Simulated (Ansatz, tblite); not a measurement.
Cost and result up the ladder for bis(4-tert-butylphenyl)iodonium hydroxide (C20H27IO) (49 atoms). Charge 0, multiplicity 1. Geometry: PBE-D4/def2-SVP.

```xyz
49

C     0.552    0.701   -7.131
C    -0.130   -0.565   -6.563
C     0.606   -1.799   -7.113
C    -1.599   -0.620   -7.045
C    -0.105   -0.508   -5.026
C    -0.732    0.564   -4.351
C    -0.734    0.665   -2.952
C    -0.096   -0.329   -2.201
I    -0.009   -0.502    0.039
C    -0.001    0.041    2.222
C    -0.668    1.108    2.827
C    -0.613    1.248    4.226
C     0.100    0.341    5.035
C     0.188    0.477    6.566
C    -0.364   -0.806    7.227
C    -0.621    1.677    7.090
C     1.667    0.672    6.971
C     0.762   -0.727    4.389
C     0.716   -0.879    2.996
C     0.534   -1.402   -2.834
C     0.527   -1.490   -4.238
H     1.608    0.764   -6.799
H     0.040    1.627   -6.802
H     0.540    0.684   -8.240
H     0.563   -1.801   -8.221
H     0.147   -2.745   -6.761
H     1.676   -1.806   -6.822
H    -2.175    0.266   -6.712
H    -1.643   -0.655   -8.153
H    -2.111   -1.521   -6.651
H    -1.239    1.351   -4.931
H    -1.219    1.504   -2.436
H    -1.223    1.821    2.202
H    -1.147    2.093    4.683
H     0.207   -1.706    6.924
H    -0.306   -0.729    8.333
H    -1.425   -0.972    6.949
H    -0.251    2.638    6.679
H    -1.699    1.588    6.843
H    -0.536    1.733    8.194
H     1.759    0.766    8.073
H     2.297   -0.182    6.652
H     2.086    1.590    6.510
H     1.336   -1.458    4.981
H     1.249   -1.725    2.523
H     1.043   -2.188   -2.246
H     1.033   -2.343   -4.711
O    -0.716    1.515   -0.112
H     0.125    2.021   -0.084
```

Ansatz on 2 threads of AMD EPYC 7R13 on a shared host and a share (18 GiB) of an NVIDIA H100 80GB HBM3; xTB runs through tblite on one thread. Times are rough, summed over both states, and most runs start from the orbitals of an earlier one. PBE0-D4/def2-TZVP serves as the yardstick here, not as an exact answer. The other state is a doublet.

In the def2 sets I takes a core potential; there is no spin–orbit coupling. The xTB rows come from tblite. Single mean-field runs in def2-TZVP are fitted with def2-universal-jkfit.

Raw xTB energies of ions are shifted by several eV.

| level | functions | wall time | vertical IE (eV) | difference from PBE0-D4/def2-TZVP (eV) |
| --- | --- | --- | --- | --- |
| GFN2-xTB | 120 | 0.18 s | 11.81 | 4.15 |
| GFN1-xTB | 147 | 0.27 s | 12.95 | 5.29 |
| BHLYP-D4/def2-TZVP | 863 | 34 s | 7.63 | -0.04 |
| PBE-D4/def2-TZVP (with forces) | 863 | 36 s | 7.39 | -0.27 |
| PBE0-D4/def2-TZVP (with forces) | 863 | 66 s | 7.67 | 0.00 |
